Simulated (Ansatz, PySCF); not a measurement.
Gas-phase reaction R1 + R2 → P1 + P2, each structure at its B3LYP-D3(BJ)/def2-TZVP stationary point, reached from a drawn start (curvature not checked).
R1, CH5Sn (SMILES [CH3][SnH2]) (charge 0, multiplicity 2):
```json
[
 {"atom": "C", "x (Å)": "-0.7744", "y (Å)": "0.5534", "z (Å)": "-0.2009"},
 {"atom": "Sn", "x (Å)": "0.5678", "y (Å)": "-1.0638", "z (Å)": "0.3763"},
 {"atom": "H", "x (Å)": "-1.4100", "y (Å)": "0.8251", "z (Å)": "0.6391"},
 {"atom": "H", "x (Å)": "-1.3911", "y (Å)": "0.2411", "z (Å)": "-1.0410"},
 {"atom": "H", "x (Å)": "-0.1678", "y (Å)": "1.4115", "z (Å)": "-0.4923"},
 {"atom": "H", "x (Å)": "1.6021", "y (Å)": "-1.4432", "z (Å)": "-0.9611"},
 {"atom": "H", "x (Å)": "1.5735", "y (Å)": "-0.5240", "z (Å)": "1.6799"}
]
```
P1: H2Sn (SMILES [SnH2]), charge 0, multiplicity 1.
P2: CH4 (SMILES C), charge 0, multiplicity 1.
R2: H atom, charge 0, multiplicity 2.

P less R. No zero-point or thermal terms; singlets are restricted closed shells; open shells are unrestricted; no spin–orbit coupling.

Run with Ansatz (a quantum-chemistry and plane-wave program) with Gaussian orbitals; PySCF for M06-2X. Each number belongs to the level named beside it. Elements past Kr take the def2 small-core potentials, without spin–orbit coupling.

Task: Predict the reaction energy from M06-2X/def2-TZVPP.

Result: -2.74 eV

Task: Predict the reaction energy from revPBE/def2-TZVPP.

Result: -2.96 eV

Task: What is the computed reaction energy (HF/def2-QZVPP)?

Result: -2.35 eV
